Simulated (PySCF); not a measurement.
CH4N2OSi.
Atom-mapped SMILES: `[N:1]#[C:2][Si@H:3]([NH2:4])[OH:5]` (hydrogens: H6 on Si3; H7, H8 on N4; H9 on O5)

Method used: PBE0-D3(BJ)/def2-SVP geometry optimisation, gas phase in PySCF.

(1) List the bond lengths, angles and torsions at this level.

Results:

(1) 
| bond | length (Å) |
| --- | --- |
| N1≡C2 | 1.160 |
| C2–Si3 | 1.869 |
| Si3–N4 | 1.705 |
| Si3–O5 | 1.655 |
| Si3–H6 | 1.477 |
| N4–H7, N4–H8 | 1.012 |
| O5–H9 | 0.962 |

Bonds in one row agree within 0.01 Å and their mean is given. A selection of angles:
| angle | degrees |
| --- | --- |
| N1–C2–Si3 | 178.2 |
| C2–Si3–N4 | 103.2 |
| C2–Si3–O5 | 107.6 |
| C2–Si3–H6 | 111.1 |
| N4–Si3–O5 | 118.6 |
| N4–Si3–H6 | 111.9 |
| O5–Si3–H6 | 104.4 |
| Si3–N4–H7 | 122.9 |
| H7–N4–H8 | 112.8 |
| Si3–O5–H9 | 118.0 |

Dihedral angles: H9–O5–Si3–C2 56° (synclinal).

N4 (silicon-bound nitrogen) is almost planar (angles 122.9°, 122.8° and 112.8°, sum 358.6°, 0.08 Å off the plane of its three neighbours). Si3 (oxygen-bound silicon) is distorted tetrahedral (angles from 103.2° to 118.6°).

Point group: C1 (no symmetry element, even within 0.4 Å). PBE0-D3(BJ)/def2-SVP frequencies: not computed here. One conformer, not necessarily the lowest (C2–Si3–N4–H -29° and 166°, C2–Si3–O5–H 56°).

On one thread of an Arm Neoverse V2, shared host with 96 logical CPUs at a one-minute load of 34, this took 51 s and 0.39 GiB of memory at its peak. This is the geometry optimisation.
